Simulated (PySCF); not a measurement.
2-fluoro-2-methylpropane (C4H9F), SMILES C(C)(F)(C)C. Heavy atoms are numbered as in [CH3:1][C:2]([CH3:3])([CH3:4])[F:5]. Hydrogens are named by the atom that carries them.

The structure is a stationary point at PBE-D3(BJ)/def2-SVP.

These are PySCF with PBE/def2-TZVP values and carry that method's errors.

ESP charges are fitted to the potential on shells at 1.4 to 2.0 van der Waals radii. Atomic charges (e), one atom of each kind:

```tsv
atom	meta-Löwdin	ESP fit	Löwdin
C1 (CH3)	-0.36	-0.71	-0.28
C2	0.33	0.90	-0.46
F5	-0.33	-0.33	0.11
H on C1	0.12	0.17	0.13
```

Computed Mayer and Wiberg (Löwdin basis) orders of the bonds:
```json
[
 {"bond": "C1–C2", "Mayer": "0.99", "Wiberg": "1.21"},
 {"bond": "C2–C3", "Mayer": "0.99", "Wiberg": "1.21"},
 {"bond": "C2–C4", "Mayer": "0.99", "Wiberg": "1.21"},
 {"bond": "C2–F5", "Mayer": "1.03", "Wiberg": "1.52"}
]
```
